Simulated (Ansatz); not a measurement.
The first iterations of a band of C2H4BFS (9 atoms, charge 0, multiplicity 1).

Level of theory: RKS r2SCANh-D4/def2-SVP (Ansatz).

```
movable images  : 5
climbing image  : yes
spring          : 5.0 eV/Å²
optimiser       : quadratic models (default)
start path      : through a guess of the saddle point
force threshold : 0.05 eV/Å
iteration limit : 60
end points      : relaxed
```

First end point:

```xyz
9
Properties=species:S:1:pos:R:3
F 1.471 -0.312 -1.609
C 0.851 0.415 -0.617
C -0.436 -0.222 -0.199
B -0.991 -0.186 1.237
S -0.324 -1.757 0.893
H 0.636 1.423 -1.014
H 1.546 0.509 0.232
H -1.136 -0.360 -1.034
H -1.528 0.444 2.095
```

Last end point:

```xyz
9
Properties=species:S:1:pos:R:3
F 0.486 1.296 -1.510
C 0.896 0.329 -0.619
C -0.312 -0.439 -0.144
B -1.144 -0.017 1.076
S -0.114 -1.373 1.475
H 1.406 0.812 0.229
H 1.614 -0.329 -1.135
H -0.784 -1.040 -0.933
H -1.960 0.714 1.543
```

| iteration | highest image above the first end (eV) | largest band force component (eV/Å) |
| --- | --- | --- |
| 1 | 1.545 | 4.581 |
| 2 | 0.421 | 1.899 |

**Question.** Does the band converge within its limit, and where does its top end?

**Answer.** The run converged. It ended after 6 iterations with the highest image 0.166 eV above the first end. A vibrational analysis at the climbing image gives one clearly imaginary mode, 116i cm⁻¹: a first-order saddle point.

Run time: 120 s on 2 threads of Arm Neoverse V1, on a shared host, peak memory 0.21 GiB.
